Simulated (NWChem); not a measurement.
HTeBr; SMILES [TeH]Br

```xyz
3

Te     0.0246    -0.9986     0.0000
H     -1.6394    -1.1114     0.0000
Br     0.0103     1.5154     0.0000
```
Atoms are numbered in this order, from 1.

Computed with NWChem. All runs use the structure optimised with PBE0/def2-SVP. def2 effective core potentials on Te; no spin-orbit coupling. Vertical excitations in the gas phase; the lowest state need not have the same character in each row.

### Question
Order these by “lowest excitation, singlet (eV)”, lowest first: Hartree-Fock/def2-SVP, TDHF; B3LYP/def2-SVP, full TDDFT; CAM-B3LYP/def2-SVP, full TDDFT; PBE/def2-SVP, full TDDFT.

### Answer
PBE/def2-SVP, full TDDFT (2.17), B3LYP/def2-SVP, full TDDFT (2.24), CAM-B3LYP/def2-SVP, full TDDFT (2.30), Hartree-Fock/def2-SVP, TDHF (2.65)
